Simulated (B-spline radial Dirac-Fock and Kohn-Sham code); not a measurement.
# Two-hole binding energies of Se²⁺

System: the Se²⁺ ion, 1s2 2s2 2p6 3s2 3p6 3d10 4s2 4p2.

Input of the calculation (task.json; shells as n, l, electrons):

```json
{"items": [{
  "Z": 34,
  "q": 2,
  "cfg": [[1, 0, 2], [2, 0, 2], [2, 1, 6], [3, 0, 2], [3, 1, 6], [3, 2, 10], [4, 0, 2], [4, 1, 2]],
  "A": 80,
  "rrms": 4.14,
  "do": ["binding", "quiet", "double"]
}]}
```

Command: `python xray_run.py task.json out`

Method: Dirac-Fock energy differences between relaxed states, corrected for Breit and QED terms. Computed with a radial atomic solver. U is the two-hole binding energy less the two single-hole energies, the effective repulsion of the holes after relaxation. Each two-hole energy is an average over J within one jj subconfiguration.

```csv
holes,E(a) (eV),E(b) (eV),E(ab) (eV),U (eV)
1s⁻¹ 2p3/2⁻¹,12690.3,1468.5,14285.9,127.1
1s⁻¹ 3p1/2⁻¹,12690.3,203.0,12931.7,38.4
1s⁻¹ 3p3/2⁻¹,12690.3,197.1,12924.9,37.5
1s⁻¹ 3d5/2⁻¹,12690.3,86.72,12808.7,31.7
2s⁻¹ 2p1/2⁻¹,1692.9,1509.5,3274.5,72.1
2s⁻¹ 3d5/2⁻¹,1692.9,86.72,1812.6,32.9
2p1/2⁻¹ 3s⁻¹,1509.5,266.8,1810.4,34.1
2p3/2⁻¹ 3p1/2⁻¹,1468.5,203.0,1706.3,34.8
2p1/2⁻¹ 3d3/2⁻¹,1509.5,87.56,1629.1,32.1
3p1/2⁻²,203.0,203.0,436.5,30.4
3p1/2⁻¹ 3p3/2⁻¹,203.0,197.1,?,?
3p3/2⁻²,197.1,197.1,422.8,28.5
3d3/2⁻¹ 3d5/2⁻¹,87.56,86.72,202.4,28.1
3d5/2⁻²,86.72,86.72,201.2,27.8
```

Task: Give the missing two-hole energy and U.

Result: E(ab) = 428.2 eV and U = 28.0 eV.
